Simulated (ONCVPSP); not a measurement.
## Scattering properties, ONCV potential for aluminium (Al)

```
Element                 : Al
Generator               : ONCVPSP 4.0.1
Type                    : optimised norm-conserving Vanderbilt (ONCV)
Functional              : PBEsol
Relativity              : scalar-relativistic
Frozen core             : [He]
Valence charge          : 11
Reference configuration : 2s2 2p6 3s2 3p1
Partial waves           : 2s+3s: rc 1.15 bohr, ncon 3, nbas 8, qcut 12.4 1/bohr, 2 projectors; 2p+3p: rc 1.25 bohr, ncon 3, nbas 8, qcut 10 1/bohr, 2 projectors
Local potential         : polynomial inside 0.85 bohr (lpopt 5, dvloc0 0 Ha)
Core correction         : Teter function, fcfact 4.5, rcfact 1.25
```

The phase is arctan(r·R′/R) of the radial function R(r), unwrapped; energies in Ha, scanned from -5 to 5 Ha. A pole is an energy at which the radial function vanishes at the test radius. The pseudo phase is shifted by a multiple of π to meet the all-electron one at the reference energy, and phase errors are pseudo minus all-electron; the curves can meet again beyond the range given. Levels narrower than the energy grid can be missing from the lists of poles.

Problem. For each channel, where are the poles, and over which energies does the pseudopotential scatter like the atom?

Solution.

```csv
channel,radius (bohr),reference energy (Ha),"poles, all-electron","poles, pseudo",unbroken range about the reference energy with phases within 0.05 rad,phase error 1 Ha above the reference energy (rad)
s,1.17,-0.28,-3.39,-3.39,the whole range,-0.000
p,1.27,-0.10,-2.21,-2.21,the whole range,+0.001
```

Phases in the p channel:

```
E (Ha)  all-electron  pseudo
 -4.96         1.150   1.150
 -4.72         1.123   1.123
 -4.48         1.088   1.088
 -4.24         1.044   1.044
 -4.00         0.983   0.983
 -3.76         0.893   0.893
 -3.52         0.747   0.747
 -3.28         0.470   0.471
 -3.04        -0.092  -0.091
 -2.80        -0.832  -0.832
 -2.56        -1.280  -1.281
 -2.32        -1.505  -1.505
 -2.08        -1.636  -1.636
 -1.84        -1.726  -1.726
 -1.60        -1.796  -1.796
 -1.36        -1.856  -1.856
 -1.12        -1.913  -1.913
 -0.88        -1.970  -1.970
 -0.64        -2.030  -2.030
 -0.40        -2.097  -2.097
 -0.16        -2.174  -2.174
  0.08        -2.265  -2.265
  0.32        -2.376  -2.376
  0.56        -2.513  -2.513
  0.80        -2.683  -2.682
  1.04        -2.886  -2.885
  1.28        -3.117  -3.115
  1.52        -3.357  -3.354
  1.76        -3.580  -3.576
  2.00        -3.772  -3.768
  2.24        -3.928  -3.924
  2.48        -4.053  -4.048
  2.72        -4.153  -4.148
  2.96        -4.233  -4.228
  3.20        -4.298  -4.293
  3.44        -4.353  -4.347
  3.68        -4.398  -4.392
  3.92        -4.437  -4.431
  4.16        -4.470  -4.464
  4.40        -4.500  -4.493
  4.64        -4.526  -4.519
  4.88        -4.549  -4.542
```
